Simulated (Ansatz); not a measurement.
Computed with Ansatz on PBE0-D4/def2-TZVP structures; ΔE is electronic, products minus reactants. CCSD(T)/CBS adds triple-zeta CCSD(T) − MP2 to the extrapolated MP2 energy (def2 sets, frozen cores). This one scheme is used for every species. Functionals use def2-TZVPP. B3LYP here is the variant with VWN-RPA as its local correlation; programs differ in this. One conformer a species, not always the lowest.

Reaction (ligand exchange at a B–N bond): `NBS` + `O[SiH3]` → `[SiH3]OBS` + NH₃

`NBS`:

Z-matrix (Å, degrees):
```
N
B 1 1.391
H 1 1.004 2 121.9
H 1 1.006 2 124.2 3 -180.0
S 2 1.816 1 120.0 3 180.0
H 2 1.194 1 119.9 3 -0.0
H 5 1.339 2 96.3 1 -180.0
```

`O[SiH3]`:

Cartesian coordinates in Å:
```
O 0.472 -1.034 -0.592
Si -0.069 0.233 0.312
H 0.273 -1.033 -1.528
H 0.497 1.527 -0.161
H 0.379 -0.035 1.697
H -1.553 0.342 0.272
```

`[SiH3]OBS`:

Z-matrix (Å, degrees):
```
Si
O 1 1.646
H 1 1.481 2 108.1
H 1 1.488 2 111.3 3 120.2
H 1 1.481 2 107.9 3 -119.6
B 2 1.348 1 142.0 3 -116.4
S 6 1.807 2 125.7 1 -0.2
H 6 1.196 2 119.3 1 179.8
H 7 1.345 6 98.4 2 -0.1
```

NH₃:

Cartesian coordinates in Å:
```
N -0.064 -0.014 -0.274
H -0.593 0.708 0.199
H -0.259 -0.886 0.204
H 0.916 0.192 -0.129
```

```
             level  ΔE (kJ/mol)  difference from CCSD(T)/CBS
         revPBE-D4         -3.5                          3.7
            B97M-V         -9.6                         -2.4
        r2SCANh-D4         -4.1                          3.1
          PBE-QIDH         -2.3                          4.9
             B3LYP         -2.8                          4.4
           r2SCAN0         -2.7                          4.5
             BHLYP         -4.6                          2.6
         CAM-B3LYP         -2.5                          4.7
           LC-ωPBE          2.8                         10.0
       HF/def2-SVP         -8.1                         -0.9
     HF/def2-TZVPP         -8.6                         -1.4
SCS-MP2/def2-TZVPP         -6.0                          1.2
CCSD(T)/def2-TZVPP         -6.9                          0.3
     HF/def2-QZVPP         -9.6                         -2.4
SCS-MP2/def2-QZVPP         -6.4                          0.8
    CCSD/CBS(def2)         -6.7                          0.5
       CCSD(T)/CBS         -7.2                            0
```

Largest T1 diagnostic among the species: 0.013.

The D4 term adds −5.5 kJ/mol with B3LYP and −3.2 kJ/mol with PBE0; it sums over pairs of atoms, weighted by their polarisabilities, and B3LYP, whose exchange is more repulsive, gets the larger term. Leaving LDA and LC-ωPBE aside and taking each functional with its dispersion term where it has one, the values, not all of them listed here, spread over 7.7 kJ/mol, from BHLYP-D4 to PBE-QIDH.
